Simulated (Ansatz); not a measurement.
Geometry optimisation, UKS PBE-D4/def2-SVP (Ansatz 0.2.0).

Input:

```yaml
crystal:
  periodic: [false, false, false]
  atoms:
    - { symbol: Sn, position_ang: [-0.61734, 1.173841, -0.894621] }
    - { symbol: S, position_ang: [1.172703, 1.522145, 0.739725] }
    - { symbol: H, position_ang: [-0.088691, 0.053931, -2.086185] }
    - { symbol: H, position_ang: [-2.029172, 0.694862, -0.028715] }
    - { symbol: H, position_ang: [-0.912468, 2.715502, -1.643898] }
    - { symbol: H, position_ang: [0.510498, -1.007374, 1.232765] }
    - { symbol: "N", position_ang: [-0.044584, -1.733393, 0.765211] }
    - { symbol: H, position_ang: [2.13504, 1.16342, -0.15894] }
    - { symbol: H, position_ang: [0.598756, -2.522816, 0.610758] }
    - { symbol: H, position_ang: [-0.724841, -2.060416, 1.463897] }
magnetization:
  spin_polarized: true
basis:
  gaussian: { orbitals: def2-SVP }
hamiltonian:
  xc: pbe
  dispersion: d4
relax:
  f_tol: 0.03
  max_steps: 50
```

Command:

```bash
$ ansatz run input.yaml --threads 2 --pin off --max-ram 3072MiB --backend cpu --events-out ev --progress --plain --runs-dir out
```

Q: Where does it end, and by what steps?

A: It converged. The force dipped under the threshold on the way, but the program's further checks kept it going. After 34 steps the energy has fallen by 0.123 eV; H8 moved furthest, 1.48 Å.

```tsv
step	energy less start (eV)	largest force component (eV/Å)	accepted
0	0.0000	0.228	yes
2	-0.0070	0.420	no
4	-0.0336	0.224	yes
6	-0.0363	0.052	yes
8	-0.0389	0.161	yes
10	-0.0425	0.247	yes
12	-0.0576	0.145	yes
14	-0.0582	0.718	no
16	-0.0896	0.167	yes
18	-0.1011	0.328	yes
20	-0.1105	0.084	yes
22	-0.1035	0.238	no
24	-0.1177	0.170	yes
26	-0.1197	0.032	yes
28	-0.1188	0.297	no
30	-0.1217	0.206	no
32	-0.1226	0.098	no
34	-0.1230	0.019	yes
```

```xyz
10
Properties=species:S:1:pos:R:3
Sn -0.441 0.809 -0.832
S 1.388 1.223 0.760
H -0.060 -0.402 -2.008
H -1.979 0.599 -0.072
H -0.507 2.335 -1.696
H 0.936 -1.786 0.742
N -0.060 -1.523 0.724
H 1.635 2.480 0.296
H -0.575 -2.345 0.381
H -0.338 -1.389 1.706
```

Whether the end is a true minimum wasn't checked by a vibrational analysis.

Run time: 72 s on 2 threads of Arm Neoverse V2, with other jobs on the host, peak memory 0.16 GiB.
